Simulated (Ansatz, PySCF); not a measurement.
Reaction R1 → P1 + P2, each structure at its B3LYP-D3(BJ)/def2-TZVP stationary point, reached from a drawn start (curvature not checked).
R1, F4Ti (SMILES [F][Ti]([F])([F])[F]) (charge 0, multiplicity 1):
```xyz
5

Ti     0.00001     0.00001    -0.00001
F      1.01730     0.99798     1.01717
F      1.00428    -1.01633    -1.01192
F     -0.99900     1.02360    -1.00983
F     -1.02259    -1.00525     1.00459
```
P1, F3Ti (SMILES [F][Ti]([F])[F]) (charge 0, multiplicity 2, Z-matrix in Å and degrees):
```
Ti
F 1 1.7796
F 1 1.7797 2 119.99
F 1 1.7797 2 120.00 3 179.96
```
P2: F atom, charge 0, multiplicity 2.

```csv
level,reaction energy (kcal/mol),cost
SVWN5/def2-TZVPP,167.62,×0.7
PBE/def2-TZVPP,145.11,×1
BLYP/def2-TZVPP,140.47,×1
revPBE/def2-TZVPP,138.27,×1
r2SCAN/def2-TZVPP,140.13,×2
M06-2X/def2-TZVPP,123.05,-
CAM-B3LYP/def2-TZVPP,129.71,×2
wB97X-V/def2-TZVPP,130.32,×5
MP2/def2-TZVPP,137.59,-
SCS-MP2/def2-SVP,125.75,-
SCS-MP2/def2-TZVPP,131.05,-
CCSD(T)/def2-TZVPP,126.79,×30
CCSD(T)/def2-QZVPP,127.42,×600*
"CCSD(T)/CBS(def2-TZVPP, def2-QZVPP)",128.01,×700*
```

P less R. No zero-point or thermal terms; singlets are restricted closed shells; open shells are unrestricted; no spin–orbit coupling. The spin states of the d-block species are the ones drawn and need not be the lowest.

Frozen-core correlation throughout. CBS(a, b) extrapolates the correlation energy as X⁻³ and adds the Hartree–Fock energy of set b.

Programs: Ansatz (Gaussian basis) for Hartree–Fock, density functionals and correlated methods; PySCF for M06-2X. Each number belongs to the level named beside it.

Costs are rough ratios of core time to PBE/def2-TZVPP (about 13 s over the structures, on one shared machine); a dash marks a level with no comparable run of its own. A star marks coupled-cluster runs past 200 virtual orbitals, where the program's memory plan changes under this machine's limit, so their costs aren't comparable with smaller runs.

Ansatz is an electronic-structure program.
